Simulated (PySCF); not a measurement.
Dipole moment and polarisability of `CC[C@@H]1C=C[S@](=O)C1`

Species: C6H10OS.
Structure used (GFN2-xTB), in Å, numbered top down from 1:
```
atom  x, y, z in Å
C1    -1.5341    0.8373    0.4710
C2    -1.3847   -0.5648   -0.1063
C3     0.0839   -0.9863   -0.3028
C4     0.8629   -0.8007    0.9624
C5     1.7920    0.1340    0.9699
S6     1.9545    1.0507   -0.5878
O7     1.2236    2.3095   -0.4012
C8     0.7988   -0.1746   -1.3826
H9    -2.5784    1.1401    0.4528
H10   -0.9571    1.5646   -0.0945
H11   -1.1874    0.8660    1.5018
H12   -1.8659   -1.2844    0.5606
H13   -1.8891   -0.6217   -1.0737
H14    0.0892   -2.0478   -0.5788
H15    0.6141   -1.4117    1.8182
H16    2.4116    0.4225    1.7987
H17    1.4385   -0.8068   -1.9959
H18    0.1186    0.3805   -2.0235
```

Level: CAM-B3LYP/def2-SVPD (PySCF), static field, nuclei fixed, core orbitals frozen in the response. The polarisability tensor in these axes (au):

```
x   93.03  9.15  0.36
y    9.15 92.22 -2.05
z    0.36 -2.05 83.25
```

What are the eigenvalues, a third of the trace, and Δα (Δα² = ½Σ(αi − αj)² over the three pairs)?

Principal values 81.58, 85.06 and 101.86 au; mean 89.50 au = 13.26 Å³ = 14.76 × 10⁻⁴⁰ C²·m²/J; Δα = 18.78 au (21 % of the mean).

What is the dipole moment, and where does it point?

(-0.41, -4.31, 0.25) D, 4.34 D in size, pointing from the negative to the positive side. Measured along this direction, the outermost atoms are O7 at the negative end and H14 at the positive end.

What are the principal values of the traceless quadrupole moment, Θ = ½Σq(3rr − r²1), about the centre of nuclear charge?

-9.64, 1.19, 8.45 D·Å. The values depend on the origin, since the dipole doesn't vanish. The electronic extent ⟨r²⟩ about the same centre is 1049 bohr², a root-mean-square distance of 2.05 Å for the 70 electrons.

Molar refractivity from α?

Lorentz–Lorenz: R = (4π/3)N_A α = 2.5225 cm³/(mol·Å³) × 13.26 Å³ = 33.5 cm³/mol, in the limit of long wavelengths.

Rayleigh depolarisation ratio (linearly polarised light, static tensor)?

ρ = 3Δα²/(45ᾱ² + 4Δα²) = 1057.7/(360448 + 1410.3) = 0.00292.

Give the principal axes and the span of the nuclei along them.

Largest value along (0.72, 0.69, -0.06), where the nuclei span 4.77 Å; middle along (0.54, -0.50, 0.68), 3.97 Å; least along (-0.44, 0.52, 0.74), 4.59 Å. The strongest response lies along the longest span, while the other two are in reverse order.

Isolated species at its GFN2-xTB geometry (one conformer only).

These values come from a run that also computed excited states. Hardware: an Arm Neoverse N1 with one thread, shared host with 64 logical CPUs at a one-minute load of 59. Cost: 1.9 min of wall time, 1.2 GiB resident at most.
